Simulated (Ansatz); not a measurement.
Task: Name a neutral molecule of B, C, Cl, F and H with size of the dipole moment (PBE/def2-TZVPP) between 0.65 and 0.95 D and LUMO energy (PBE/def2-TZVPP) between -2.45 and -2.15 eV (Ansatz, PBE0-D4/def2-TZVP geometry).

Result: `FBC(F)Cl` (0.86 D, -2.38 eV). Other molecules can fit too; these were computed, each in one conformer that needn't be the lowest.
